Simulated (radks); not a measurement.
Values are calculated unless marked as measured or tabulated.
Charge is removed step by step from the 4d3/2 level of Ag8+, starting from [Kr] 4d(3/2: 3, 5/2: 0). Level of theory: Dirac Kohn-Sham, PBE, spin-unpolarised, spherical densities, point nucleus (a radial shooting solver on a logarithmic mesh with Libxc functionals).

removed (e)  E - E(0) (eV)  eigenvalue (eV)  E minus straight line (eV)
0                    0.000          -135.30                       0.000
0.25                34.471          -140.47                      -1.960
0.5                 70.240          -145.69                      -2.622
0.75                107.32          -150.96                      -1.973
1                   145.72          -156.28                       0.000

Removing the whole electron costs 145.72 eV by Delta-SCF, against 135.30 eV from minus the eigenvalue at the starting occupation. Slater's transition state (half an electron removed) gives 145.69 eV. Integrating minus the eigenvalue over the occupation (Janak's theorem) gives 145.72 eV. The mean slope of the eigenvalue, de/dn, is 21.0 eV per electron. Ionisation energy of Ag8+ in the NIST Atomic Spectra Database: 145 eV (theoretical).

Beside tabulated values, note that spin-unpolarised runs miss the spin-polarisation part of the exchange energy of open shells.
